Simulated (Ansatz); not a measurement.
## Exercise with solution: hopping rate and mobility from the reorganisation energy

C10H9BO3, SMILES OB(O)c1occc1-c1ccccc1.

Geometry optimised at B3LYP-D3(BJ)/def2-SVP. The structure was generated by enumeration, and PubChem lists no compound with its InChIKey, so it may never have been made. Other conformers were not sampled.

Four-point relaxation energies from B3LYP-D3(BJ)/def2-SVP (Ansatz, an electronic-structure program), gas phase: hole: ion 327 meV, neutral 450 meV. Assume, for the exercise, a transfer integral of 50 meV, an outer reorganisation energy of 100 meV, equal site energies, a hop of 3.5 Å along one direction and 298.15 K (kT = 25.69 meV).

**Question.** Find the Marcus rate and the mobility.

**Answer.** 
k = (2π/ħ) t² (4π λ kT)^(−1/2) exp(−λ/4kT), ħ = 6.582×10⁻¹³ meV s; for a chain D = k a² and μ = e D/kT.
Hole: λ = 327 + 450 + 100 = 877 meV, barrier λ/4 = 219 meV, k = 8.8e9 s⁻¹, μ = 0.00042 cm²/(V s).
The rate is non-adiabatic hopping, which holds while t is well under λ. Disorder and quantum modes are left out.
